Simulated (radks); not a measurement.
Q: Species: Ti I. Configuration: [Ar] 3d2 4s2. Calculated with a radial shooting solver on a logarithmic mesh with Libxc functionals: non-relativistic Kohn-Sham, exchange-only PBE, spin-unpolarised, spherical densities, point nucleus. Some entries of the table are withheld. Estimate them.

orbital,occ.,eigenvalue (eV),r(max) (bohr)
1s,2,(1),0.04613
2s,2,(2),(3)
2p,6,(4),0.2204
3s,2,(5),0.8751
3p,6,-37.8217,0.9030
4s,2,-3.7922,2.932
3d,2,-3.5861,0.9765
4p,0,(6),4.031

A: 
(1) 1s eigenvalue (eV): -4836.569
(2) 2s eigenvalue (eV): -529.9294
(3) 2s r(max) (bohr): 0.2713
(4) 2p eigenvalue (eV): -442.5592
(5) 3s eigenvalue (eV): -60.7909
(6) 4p eigenvalue (eV): -1.0391
